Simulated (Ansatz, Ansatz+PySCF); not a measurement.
```xyz
3

F     0.0442    0.0682    0.0281
H     3.0917   -0.3655    0.6007
F     2.7979    0.2671    0.0400
```

Basis set: def2-SVP (spherical functions). Frozen core: 2 orbitals. Charge 0, multiplicity 2.

Computed with Ansatz (development build ahead of 0.2.0); each method stands on the lowest determinant of its kind that the runs found.

Task: Give the atomization energy at this shape (free ground-state atoms in the same class of orbitals less the molecule, no zero-point energy) of doublet HF2 by PBE0 (unrestricted), UHF-MP2, UHF.

Result:

| method | atomization energy |
| --- | --- |
| PBE0 (unrestricted) | 132.30 kcal/mol |
| UHF-MP2 | 132.62 kcal/mol |
| UHF | 94.63 kcal/mol |

Caution for PBE0 (unrestricted): charge can spread falsely over distant fragments.
